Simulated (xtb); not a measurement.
lithium hydride (HLi), singlet, at a GFN2-xTB geometry (such geometries of metal compounds can be far from the true shape), atoms displaced at random by about 0.05 Å a coordinate. Base run: xtb 6.7.1 with GFN1-xTB.

Input for xtb:
```
$ xtb mol.xyz --gfn 1 --opt --json

# file mol.xyz
2

Li    -0.03462914    -0.06531917    -0.32497372
H      0.02985170    -0.01284612     1.05353785
```

Each row names what was changed in the base input (with any setting that the change needs).

```
change              ΔE vs base (mEh)  optimiser steps
------------------  ----------------  ---------------
base                           0.000                4
engine = lbfgs                 0.000                -
opt level = loose              0.000                4
opt level = sloppy             0.000                4
engine = inertial             -0.001                -
opt level = vtight            -0.001                6
alpb = water                       …                4
opt level = crude              0.176                2
opt level = tight             -0.001                5
opt level = lax                0.000                4
```

**Question.** Complete the blanks.

**Answer.** 
- alpb = water, ΔE vs base (mEh): -36.109
